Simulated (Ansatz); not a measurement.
Gas-phase electronic energies from Ansatz, PBE0-D4/def2-TZVP geometries. CCSD(T)/CBS adds triple-zeta CCSD(T) − MP2 to the extrapolated MP2 energy (def2 sets, frozen cores). Functionals use def2-TZVPP. B3LYP here is the variant with VWN-RPA as its local correlation; programs differ in this. For Br outer-core shells are correlated without core-valence functions, which leaves a few kJ/mol of doubt a bond. Scalar relativity is left out up to krypton.

Reaction (silylene formation by 1,1-elimination): `C[Si](C)(F)Br` → `FBr` + `C[Si]C`

(1) Is it downhill or uphill in electronic energy at CCSD(T)/CBS, and by how much? (An estimate is asked.)

(2) What do these levels give: B3LYP-D4, HF/def2-TZVPP, MP2/def2-TZVPP, SCS-MP2/def2-TZVPP, CCSD/def2-TZVPP, MP2/def2-QZVPP? (An estimate is asked.)

Largest T1 diagnostic among the species: 0.012.

Results:

(1) The calculation gave: Uphill: ΔE = +176.1 kcal/mol.

(2) The calculation gave: B3LYP-D4 169.7, HF/def2-TZVPP 178.5, MP2/def2-TZVPP 182.5, SCS-MP2/def2-TZVPP 176.6, CCSD/def2-TZVPP 174.2, MP2/def2-QZVPP 183.8 kcal/mol.

The D4 term adds +3.6 kcal/mol with B3LYP and +2.0 kcal/mol with PBE0; it sums over pairs of atoms, weighted by their polarisabilities, and B3LYP, whose exchange is more repulsive, gets the larger term. From PBE to PBE0 (25 % exact exchange), in def2-TZVPP and without D4, ΔE moves by +8.5 kcal/mol.
